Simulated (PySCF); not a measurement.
**Computed properties of MoF₆, SMILES [F][Mo]([F])([F])([F])([F])[F], multiplicity 1**

MoF₆, SMILES [F][Mo]([F])([F])([F])([F])[F], multiplicity 1. Geometry optimised at B3LYP-D3(BJ)/def2-SVP. The multiplicity is an assumed one; other spin states were not compared. The isomer is the one that the SMILES or the coordinates give; other isomers of the formula were not compared. The def2 effective core potentials stand for the cores of Mo; spin–orbit coupling is left out. One conformer was computed; it need not be the lowest. All values are computed for the isolated molecule unless a solvent is named; none is compared with measurement here.

**Structure.** The optimised structure has Oh symmetry. All 15 harmonic modes at B3LYP-D3(BJ)/def2-SVP (PySCF) are real, so it is a minimum. With heavy atoms numbered as in [Mo:1]([F:2])([F:3])([F:4])([F:5])([F:6])[F:7], the shortest bond between them is Mo1–F2 at 1.828 Å and the longest Mo1–F7 at 1.828 Å.

**Vibrations.** The strongest infrared lines (harmonic, unscaled, degenerate partners summed) lie at 760 cm⁻¹ (892 km/mol, F 71 %, Mo 29 %), 260 cm⁻¹ (97 km/mol, F 74 %, Mo 26 %). The softest mode is at 129 cm⁻¹ and the zero-point energy is 9.2 kcal/mol.

**Electronic structure.** ωB97X/def2-TZVP (PySCF) places the frontier levels at -15.36 and -3.72 eV, a gap of 11.64 eV, and gives a dipole moment of 0.00 D and a mean polarisability of 45.2 bohr³.

**Excitations.** TDDFT-CAM-B3LYP/def2-SVPD (PySCF) has S1 at 5.14 eV (241 nm, f = 0.000, dark); the most intense of the 10 singlets computed lies at 5.69 eV (f = 0.00). Strengths of degenerate partners are summed. T1 (TDA) is at 4.64 eV. No vertical singlet excitation falls in the visible range (under 3.1 eV).
